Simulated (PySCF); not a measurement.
## Bond length, frequency and bond energy of Ca2 by level of theory

State: ¹Σg⁺ (singlet), closed shell. Set-up: PySCF, no relativity, basis sets Ca def2-SVPD. De refers to Ca + Ca in their ground configurations, without counterpoise correction.

| Level | Re (Å) | ωe (cm⁻¹) | De (eV) |
| --- | --- | --- | --- |
| RHF-MP2 | 4.493 | 59.3 | 0.130 |
| RHF-SCS-MP2 | 4.590 | 51.7 | 0.096 |
| RHF-CCSD | 4.564 | 52.8 | 0.091 |
| RHF-CCSD(T) | 4.449 | 61.9 | 0.130 |
| PBE | 4.132 | 89.1 | 0.272 |
| BLYP | 4.258 | 70.9 | 0.101 |
| r²SCAN | 4.173 | 88.8 | 0.264 |
| PBE0 | 4.225 | 81.0 | 0.218 |
| MN15 | 4.654 | 41.1 | 0.124 |
| BHandHLYP | 4.550 | 48.7 | 0.045 |
| ωB97X | 4.485 | 55.6 | 0.127 |

Which functional lies closest to RHF-CCSD(T) in De, which farthest, and by how much do they differ from it?

Closest is ωB97X (+3.6 pm in Re, -10.2 % in ωe, -0.00 eV in De against RHF-CCSD(T) in the same basis), farthest PBE (-31.7 pm in Re, +43.9 % in ωe, +0.14 eV in De). CCSD(T) converges more slowly with the basis than the functionals do and binds too weakly in this one, so the order can change at the basis-set limit.

What does a quarter of exact exchange do here, going from PBE to PBE0?

PBE0 less PBE: +9.3 pm in Re, -9.1 % in ωe, -0.05 eV in De. Exact exchange removes part of the self-interaction that spreads semilocal densities, and in most molecules shortens and stiffens the bond and lowers De; here Re and ωe go the other way.

What does the step from GGA to meta-GGA do here, going from PBE to r²SCAN?

r²SCAN less PBE: +4.1 pm in Re, -0.3 % in ωe, -0.01 eV in De. 

Correlated steps freeze 10 core orbitals. Closed-shell solutions of metal pairs were not tested for spin polarisation, which can lower them a little. The bond is weak. Basis-set superposition, not corrected here, can be much of De in a small basis, most of all at correlated wavefunction levels. Functionals without a dispersion term scatter widely for such bonds, and LDA overbinds them.

The whole job (state search and all levels along the bond) took about 2.1 min on 1 thread of AMD EPYC 7R43 64-Core (shared host), peak memory 0.69 GiB.
